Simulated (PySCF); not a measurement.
MOF₂ across group 16

Level: PBE0, basis family def2-TZVP, scalar-relativistic core potentials from Rb on and no relativity for lighter atoms.

Each entry is the lowest minimum that a search over a few typed start shapes (and spin states, where more than one is plausible) found, or that minimum re-optimised at the stated level; isomers with ligand–ligand bonds, or fragments after loss of a ligand pair, can lie lower. Open shells are unrestricted; no spin–orbit coupling; PySCF with density fitting.

| molecule | 2S+1 | point group | mean bond to the central atom (Å) | lowest ω (cm⁻¹) | polar-tensor charge of the central atom | atomisation (kJ/mol) | highest ω (cm⁻¹) |
| --- | --- | --- | --- | --- | --- | --- | --- |
| SOF₂ | 1 | Cs | 1.532 | 375 | 1.83 | 1268 | 1373 |
| SeOF₂ | 1 | Cs | 1.680 | 271 | 1.81 | 1131 | 1094 |
| TeOF₂ | 1 | Cs | 1.839 | 209 | 1.86 | 1138 | 966 |

Left out of the table are members whose search was unfinished or whose lowest solution was spin-contaminated, unstable, very soft or bonded differently.
